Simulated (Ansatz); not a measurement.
The inner images of a band of Cl2FH3NOTa + ClH (11 atoms, charge 0, multiplicity 1) are given out of order.

These are results of RHF/def2-SVP (Ansatz 0.2.0), not measurements.

Initial state:

```xyz
11
Properties=species:S:1:pos:R:3
Ta -0.244 0.113 0.018
O 1.620 -0.190 0.068
H 2.322 -0.012 0.678
F -0.248 0.208 1.908
Cl -0.268 0.342 -2.337
N -0.944 1.930 0.141
H -1.101 2.376 1.028
H -1.179 2.522 -0.635
Cl -1.725 -1.688 0.045
Cl 2.409 -3.234 -1.420
H 2.418 -1.978 -1.208
```

Final state:

```xyz
11
Properties=species:S:1:pos:R:3
Ta -0.269 -0.530 -0.265
O 1.957 0.061 -0.250
H 2.281 0.856 0.151
F 0.053 -0.680 1.589
Cl -0.267 0.095 -2.548
N -0.543 1.376 0.150
H -0.561 1.721 1.094
H -0.703 2.107 -0.518
Cl -2.413 -1.393 -0.186
Cl 0.897 -2.608 -0.675
H 2.625 -0.615 -0.255
```

Problem. Put them in order from the first end to the last, with their energies above the first end.
A.
```xyz
11
Properties=species:S:1:pos:R:3
Ta -0.200 -0.409 -0.273
O 2.044 0.029 -0.263
H 2.459 0.453 0.477
F 0.176 -0.458 1.579
Cl -0.121 0.221 -2.543
N -0.706 1.454 0.107
H -0.819 1.808 1.043
H -0.954 2.153 -0.571
Cl -2.243 -1.478 -0.209
Cl 0.969 -2.559 -0.658
H 2.453 -0.825 -0.401
```
B.
```xyz
11
Properties=species:S:1:pos:R:3
Ta -0.207 0.126 -0.058
O 1.664 -0.111 -0.040
H 2.426 0.207 0.421
F -0.233 0.071 1.833
Cl -0.271 0.546 -2.390
N -0.949 1.909 0.207
H -1.135 2.270 1.126
H -1.209 2.550 -0.520
Cl -1.641 -1.710 -0.180
Cl 2.220 -3.358 -1.143
H 2.394 -2.109 -0.971
```
C.
```xyz
11
Properties=species:S:1:pos:R:3
Ta -0.097 -0.188 -0.244
O 1.942 -0.035 -0.228
H 2.453 0.413 0.434
F 0.096 -0.375 1.626
Cl -0.102 0.292 -2.548
N -0.761 1.584 0.129
H -0.942 1.894 1.069
H -1.049 2.256 -0.560
Cl -1.985 -1.558 -0.278
Cl 1.403 -2.579 -0.674
H 2.101 -1.316 -0.440
```
D.
```xyz
11
Properties=species:S:1:pos:R:3
Ta -0.247 -0.488 -0.273
O 1.997 0.086 -0.266
H 2.340 0.632 0.431
F 0.142 -0.578 1.574
Cl -0.204 0.112 -2.556
N -0.617 1.404 0.114
H -0.666 1.767 1.050
H -0.804 2.118 -0.567
Cl -2.363 -1.412 -0.165
Cl 0.906 -2.592 -0.665
H 2.576 -0.659 -0.391
```
E.
```xyz
11
Properties=species:S:1:pos:R:3
Ta -0.148 -0.308 -0.266
O 2.016 -0.055 -0.258
H 2.491 0.377 0.441
F 0.136 -0.387 1.601
Cl -0.103 0.292 -2.539
N -0.742 1.525 0.119
H -0.908 1.858 1.056
H -1.022 2.218 -0.556
Cl -2.081 -1.550 -0.262
Cl 1.172 -2.566 -0.671
H 2.247 -1.014 -0.378
```
F.
```xyz
11
Properties=species:S:1:pos:R:3
Ta -0.089 -0.044 -0.201
O 1.831 0.074 -0.181
H 2.414 0.492 0.437
F 0.013 -0.326 1.668
Cl -0.140 0.350 -2.533
N -0.821 1.694 0.180
H -0.999 1.993 1.123
H -1.104 2.364 -0.511
Cl -1.865 -1.595 -0.303
Cl 1.523 -2.814 -0.761
H 2.296 -1.800 -0.632
```
G.
```xyz
11
Properties=species:S:1:pos:R:3
Ta -0.145 0.060 -0.144
O 1.753 -0.012 -0.132
H 2.412 0.391 0.415
F -0.113 -0.129 1.740
Cl -0.212 0.503 -2.470
N -0.890 1.813 0.210
H -1.074 2.126 1.147
H -1.169 2.479 -0.487
Cl -1.711 -1.674 -0.292
Cl 1.807 -3.144 -0.910
H 2.401 -2.023 -0.791
```

Solution. B (+0.6 kJ/mol), G (+6.6 kJ/mol), F (+21.4 kJ/mol), C (+65.2 kJ/mol), E (-4.7 kJ/mol), A (-43.3 kJ/mol), D (-52.2 kJ/mol).

The run took 5.6 min on 4 threads of Arm Neoverse V1, on a shared host, peak memory 0.48 GiB.
